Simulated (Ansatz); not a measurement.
Computed with Ansatz on PBE0-D4/def2-TZVP structures; ΔE is electronic, products minus reactants. CBS: MP2 limit from def2 TZ/QZ plus the TZ coupled-cluster correction, frozen cores. This one scheme is used for every species. Functionals use def2-TZVPP. One conformer a species, not always the lowest.

Reaction (ligand exchange at the Si–C bond): `[SiH3][SiH2]CCl` + CH₃OH → `CO[SiH2][SiH3]` + `CCl`

| species | PBE0-D4 energy (Eh) |
| --- | --- |
| `[SiH3][SiH2]CCl` | -1081.09969 |
| CH₃OH | -115.64111 |
| `CO[SiH2][SiH3]` | -696.83594 |
| `CCl` | -499.93763 |

Problem. Work out ΔE.

Solution. ΔE = (-696.83594) + (-499.93763) − (-1081.09969) − (-115.64111) = -0.03277 Eh = -0.89 eV. CCSD(T)/CBS gives -0.96 eV.

Largest T1 diagnostic among the species: 0.012.

From PBE to PBE0 (25 % exact exchange), in def2-TZVPP and without D4, ΔE moves by −0.04 eV. In def2-TZVPP, CCSD(T) changes the Hartree–Fock value by +0.20 eV (the triples alone add +0.03 eV) and MP2 by +0.19 eV.
